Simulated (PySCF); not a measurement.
**How methods differ on the ionisation energy of Au⁷⁶⁺**

Au⁷⁶⁺ [He] 2s1 (2S) → Au⁷⁷⁺ 1s2 (1S), as a difference of total energies. Computed with PySCF 2.14 in an even-tempered Gaussian basis (16 s from 59 bohr⁻², ratio 2.5; 7 p from 89 bohr⁻², ratio 2.7; 5 d from 270 bohr⁻², ratio 2.7; 4 f from 400 bohr⁻², ratio 2.7), with the spin-free X2C one-electron Hamiltonian (Gaussian nucleus). Correlated levels: nothing frozen; virtual orbitals above 40 to 60 times the deepest correlated orbital energy dropped. The calculations carry no spin-orbit coupling.

```tsv
method	ionisation energy (eV)
UHF	22901.2
MP2 (all electrons)	22901.4
SCS-MP2 (all electrons)	22901.4
CCSD (all electrons)	22901.5
CCSD(T) (all electrons)	22901.5
```

For this ion Breit and QED terms and the two-electron picture change, all absent here, outweigh the differences among the correlated methods.

For comparison: 22868.1 ± 0.3 eV (theoretical estimate listed by NIST; NIST Atomic Spectra Database, ionization energies).
